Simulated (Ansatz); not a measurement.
`[F][InH][F]` + H₂Se → `[F][InH][SeH]` + H–F at 600 K and 1 bar (ligand exchange at the In–F bond).

Computed with Ansatz on PBE0-D4/def2-TZVP structures; ΔE is electronic, products minus reactants. CBS: MP2 limit from def2 TZ/QZ plus the TZ coupled-cluster correction, frozen cores. This one scheme is used for every species. Elements past krypton have def2 core potentials. For In, Se outer-core shells are correlated without core-valence functions, which leaves a few kJ/mol of doubt a bond. Scalar relativity is left out up to krypton. Each species was taken in one conformer, which may not be the lowest.

| species | CCSD(T)/CBS energy (Eh) | H − E (kJ/mol) | S (J/(mol·K)) |
| --- | --- | --- | --- |
| `[F][InH][F]` | -390.04654 | 59.3 | 339.1 |
| H₂Se | -2401.89790 | 57.0 | 244.8 |
| `[F][InH][SeH]` | -2691.57127 | 83.9 | 389.5 |
| H–F | -100.39570 | 42.3 | 194.0 |

H − E and S are ideal-gas, rigid-rotor, harmonic terms from PBE0-D4/def2-TZVP, for one conformer and one mirror image of each species. 1 Eh = 2625.50 kJ/mol, R = 8.31446 J/(mol·K).

By hand: ΔE, ΔH, ΔS and ΔG.

ΔE = (-2691.57127) + (-100.39570) − (-390.04654) − (-2401.89790) = -0.02253 Eh = -59.2 kJ/mol. Δ(H − E) = 83.9 + 42.3 − 59.3 − 57.0 = 9.9, so ΔH = -49.3 kJ/mol. ΔS = 389.5 + 194.0 − 339.1 − 244.8 = -0.4 J/(mol·K). ΔG = -49.3 − 600 × (-0.4)/1000 = -49.1 kJ/mol.

By hand: the equilibrium constant, and the temperature at which ΔG would vanish if ΔH and ΔS stayed fixed.

log₁₀ K = −ΔG/(RT ln 10) = 4.3. ΔG = 0 at ΔH/ΔS = 123250 K, far beyond where these terms or the molecules hold.

The number of gas molecules stays the same, so ΔS is small and ΔH decides. A doubt of 5 kJ/mol in ΔE shifts log₁₀ K by 0.4 here. Other conformers and mirror images would add mixing entropy, several J/(mol·K) or more a flexible species. These are equilibria of isolated gas molecules and say nothing of rates. Largest T1 diagnostic: 0.017 (customary marks: 0.02 for closed shells, 0.045 for open ones).
